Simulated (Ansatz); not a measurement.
Two isomers of C2H5NSi: A = `N=C1C[SiH2]1`, B = `NC1=C[SiH2]1`.

Calculated with Ansatz (gas phase, PBE0-D4/def2-TZVP geometries, no zero-point term in ΔE). CCSD(T)/CBS adds triple-zeta CCSD(T) − MP2 to the extrapolated MP2 energy (def2 sets, frozen cores). Functionals use def2-TZVPP. One conformer a species, not always the lowest.

**Question.** Which isomer does CCSD(T)/CBS put lower? Give the gap. (Estimate.)

**Answer.** The calculation gave: B, by 10.5 kcal/mol.

**Question.** Give E(B) − E(A) in kcal/mol with B2PLYP, CCSD(T)/def2-SVP, HF/def2-TZVPP, MP2/def2-TZVPP, PBE0-D4, ωB97M-V, LDA (SPW92). (Best estimate.)

**Answer.** Ansatz gave: B2PLYP -10.8, CCSD(T)/def2-SVP -8.7, HF/def2-TZVPP -12.8, MP2/def2-TZVPP -11.8, PBE0-D4 -12.0, ωB97M-V -11.2, LDA (SPW92) -13.0. None reverses the order clearly.

**Question.** Does the order hold for the free energy at 298.15 K (harmonic terms from PBE0-D4)? (An estimate is asked.)

**Answer.** Computed: Yes: G(B) − G(A) = -9.1 kcal/mol, for one conformer each.

Largest T1 diagnostic: 0.014.

In def2-TZVPP, CCSD(T) changes the Hartree–Fock value by +3.5 kcal/mol (the triples alone add +0.5 kcal/mol) and MP2 by +1.0 kcal/mol. From PBE to PBE0 (25 % exact exchange), in def2-TZVPP and without D4, E(B) − E(A) moves by −1.9 kcal/mol.
